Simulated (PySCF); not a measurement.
Give a PBE0-D3(BJ)/def2-SVP geometry of `[PH2][GeH2][Cl]`.

```
atom  x, y, z in Å
P1     1.242   -0.345    0.076
Ge2   -1.058   -0.173   -0.090
Cl3   -1.662    1.799   -0.765
H4     1.453    0.201   -1.227
H5     1.367    0.921    0.725
H6    -1.590   -1.181   -1.122
H7    -1.710   -0.381    1.286
```

Any rigid rotation of these coordinates is as good. Atoms count from 1 in this order. P1 (three-coordinate phosphorus) is pyramidal (angles 93.6°, 93.1° and 93.0°, sum 279.7°, 0.87 Å off the plane of its three neighbours). Ge2 (germanium bonded to Cl, P and 2 H) is tetrahedral (angles from 106.5° to 111.5°).

Bonds between heavy atoms (Å): P1–Ge2 2.312, Ge2–Cl3 2.170.

Computed with PBE0-D3(BJ)/def2-SVP geometry optimisation, gas phase (PySCF 2.14.0).

No PBE0-D3(BJ)/def2-SVP frequencies stand behind this structure, so it isn't proved a minimum. One conformer, not necessarily the lowest (H–P1–Ge2–Cl3 -49° and 45°).
